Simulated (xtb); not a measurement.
Ga(H)(Br)(NH2) (BrGaH₃N), SMILES [Br][GaH][NH2]. All values are semi-empirical tight-binding results from xtb (GFN2-xTB unless named), good for trends rather than for accurate numbers. Coordinates come from a GFN2-xTB optimisation. Other conformers were not sampled.

Optimised geometry:

```xyz
6

Ga     0.4115     0.8583     0.0000
H      1.8743     1.3097     0.0000
Br    -0.1403    -1.3367     0.0000
N     -0.9774     2.0157     0.0000
H     -1.9513     1.7321     0.0000
H     -0.9244     3.0252     0.0000
```

For metal compounds this method's bond lengths and energies can be far off.

Computed properties:
The point group as xtb finds it is Cs and the orbital gap is 4.26 eV. The zero-point energy is 18.5 kcal/mol and the G − E(el) at 298.15 K (modified RRHO) is -0.7 kcal/mol.

Computed atomic charges and the Wiberg bond orders between heavy atoms:
charges (e) Ga1 0.10, H2 -0.01, Br3 -0.09, N4 -0.37, H5 0.19, H6 0.18. Bond orders Ga1–Br3 1.28, Ga1–N4 1.25.
